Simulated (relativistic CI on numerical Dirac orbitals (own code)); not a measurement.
## Sensitivity of the levels of Re⁴⁷⁺ to α and to the nuclear radius

Calculated at this level of theory: Dirac-Coulomb-Breit CI, orbitals from a KLI potential per configuration, derivatives by finite differences, unscaled Slater integrals, QED left out (own radial code, finite nucleus).

Configurations in the expansion (outside the closed core [Ne] 3s2): 3p6 3d10, 3p6 3d9 4s, 3p6 3d9 4p, 3p6 3d9 4d, 3p5 3d10 4s, 3p6 3d9 4f, 3p5 3d10 4p, 3p6 3d8 4s2. Levels of other configurations are missing.

With x = (α/α₀)² − 1 an excitation energy changes as ω = ω₀ + qx; K = 2q/ω₀ is the relative enhancement. Terms are leading LS components, so labels can repeat. The field-shift factor is F = δν/δ⟨r²⟩ for the transition from the lowest level.

Lowest level 3p6 3d10 1S_0.

| Level | ω₀ (cm⁻¹) | q (cm⁻¹) | K | F (GHz/fm²) |
| --- | --- | --- | --- | --- |
| 3p6 3d9 4s 3D_3 | 13051188 | -1.713e+06 | -0.262 | 2730 |
| 3p6 3d9 4s 1D_2 | 13066825 | -1.71e+06 | -0.262 | 2730 |
| 3p6 3d9 4s 3D_1 | 13622599 | -1.134e+06 | -0.167 | 2750 |
| 3p6 3d9 4s 3D_2 | 13632597 | -1.134e+06 | -0.166 | 2750 |
| 3p6 3d9 4p 3P°_2 | 13861528 | -1.568e+06 | -0.226 | 321 |
| 3p6 3d9 4p 3F°_3 | 13872102 | -1.571e+06 | -0.226 | 317 |
| 3p6 3d9 4p 3F°_2 | 14433811 | -993700 | -0.138 | 333 |
| 3p6 3d9 4p 3D°_1 | 14461273 | -986600 | -0.136 | 333 |
| 3p6 3d9 4p 3F°_4 | 14752916 | -477800 | -0.0648 | 157 |
| 3p6 3d9 4p 1D°_2 | 14767592 | -479600 | -0.0649 | 162 |
| 3p6 3d9 4p 1P°_1 | 14776834 | -477200 | -0.0646 | 164 |
| 3p6 3d9 4p 3D°_3 | 14794262 | -475500 | -0.0643 | 157 |
| 3p6 3d9 4p 3P°_0 | 15295831 | 104300 | 0.0136 | 175 |
| 3p6 3d9 4p 3P°_1 | 15332911 | 99560 | 0.013 | 175 |
| 3p6 3d9 4p 3F°_3 | 15335846 | 100300 | 0.0131 | 172 |
| 3p6 3d9 4p 3D°_2 | 15357318 | 100600 | 0.0131 | 174 |
| 3p6 3d9 4d 3P_1 | 15936387 | -416700 | -0.0523 | 169 |
| 3p6 3d9 4d 3G_4 | 15977363 | -421600 | -0.0528 | 167 |
| 3p6 3d9 4d 3D_2 | 15988497 | -419200 | -0.0524 | 168 |
| 3p6 3d9 4d 3F_3 | 16008064 | -418300 | -0.0523 | 168 |
| 3p6 3d9 4d 1P_1 | 16142301 | -226100 | -0.028 | 173 |
| 3p6 3d9 4d 3G_5 | 16156292 | -224800 | -0.0278 | 173 |
| 3p6 3d9 4d 3D_3 | 16188606 | -222100 | -0.0274 | 173 |

At this charge energies of transitions that change n are usually good to better than 1 %, and those within a shell (Δn = 0) to a few per cent.
